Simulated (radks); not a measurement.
Values are calculated unless marked as measured or tabulated.
All-electron atom: the cadmium ion Cd4+ in [Ar] 3d10 4s2 4p5.5 4d8 4f0.5 (fractional occupations, a model configuration).

Code: a radial shooting solver on a logarithmic mesh with Libxc functionals. Model: scalar-relativistic Kohn-Sham, r2SCAN, spin-polarised, spherical densities, finite nucleus; open shells are filled with parallel spins first (spin-orbit coupling, left out, can overturn this in heavy ions); meta-GGA in the generalised Kohn-Sham scheme; Fermi nuclear charge, rms radius 4.6087 fm.

Energy parts (Ry):
| part | energy |
|---|---|
| total | -11178.13484 |
| kinetic | 11632.38475 |
| electron-nucleus | -26835.95703 |
| Hartree | 4331.03948 |
| exchange-correlation | -305.60204 |

Orbitals (lengths in bohr, moments of r in powers of bohr):
| orbital | occ. | eigenvalue (Ry) | <r^4> | <r> |
|---|---|---|---|---|
| 1s up | 1 | -1957.893 | 4.073e-06 | 0.03040 |
| 1s down | 1 | -1957.878 | 4.072e-06 | 0.03040 |
| 2s up | 1 | -295.6334 | 0.0007176 | 0.1316 |
| 2s down | 1 | -295.5768 | 0.0007174 | 0.1316 |
| 2p up | 3 | -265.5255 | 0.0005159 | 0.1149 |
| 2p down | 3 | -265.4752 | 0.0005158 | 0.1149 |
| 3s up | 1 | -59.18437 | 0.03268 | 0.3574 |
| 3s down | 1 | -59.16339 | 0.03264 | 0.3574 |
| 3p up | 3 | -49.23448 | 0.03493 | 0.3564 |
| 3p down | 3 | -49.20469 | 0.03486 | 0.3564 |
| 3d up | 5 | -33.70739 | 0.03304 | 0.3344 |
| 3d down | 5 | -33.65474 | 0.03292 | 0.3344 |
| 4s up | 1 | -12.39665 | 1.079 | 0.8703 |
| 4s down | 1 | -12.15242 | 1.083 | 0.8703 |
| 4p up | 3 | -9.41033 | 1.532 | 0.9387 |
| 4p down | 2.5 | -9.16581 | 1.548 | 0.9398 |
| 4d up | 5 | -5.01161 | 3.693 | 1.126 |
| 4d down | 3 | -4.78052 | 3.856 | 1.135 |
| 4f up | 0.5 | -1.43150 | 143.8 | 2.734 |
| 5s up | 0 | -3.36430 | 35.06 | 2.101 |
| 5s down | 0 | -3.23242 | 35.71 | 2.114 |
| 5p up | 0 | -2.65347 | 61.99 | 2.420 |
| 5p down | 0 | -2.53050 | 62.51 | 2.427 |

The highest occupied level is 4f up at -19.477 eV. The configuration is held as typed, so some empty levels lie below it. Spin moment in Bohr magnetons: 3.
